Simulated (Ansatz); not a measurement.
Bond stretch in HO4Re, SMILES [O]=[Re]([OH])(=[O])=[O]. The Re1–O5 bond (Re1 also carries O, O, O; O5 carries H) is stretched with both fragments frozen at the PBE0/def2-TZVP, def2 effective core potentials past Kr optimised geometry.

Computed with unrestricted PBE0/def2-TZVP, def2 effective core potentials past Kr run with Ansatz (a program for electronic structure).

Question: Relative to R = 1.82 Å, what are the energies at R = 1.48, 1.71, 1.96, 2.42 Å?

Answer: 4.142 eV at 1.48 Å, 0.289 eV at 1.71 Å, 0.290 eV at 1.96 Å, 2.794 eV at 2.42 Å.

The unrestricted determinant behind UKS-PBE0 is spin-contaminated at 2.97 to 5.26 Å (<S²> up to 1.0, against 0.00 for a pure singlet).
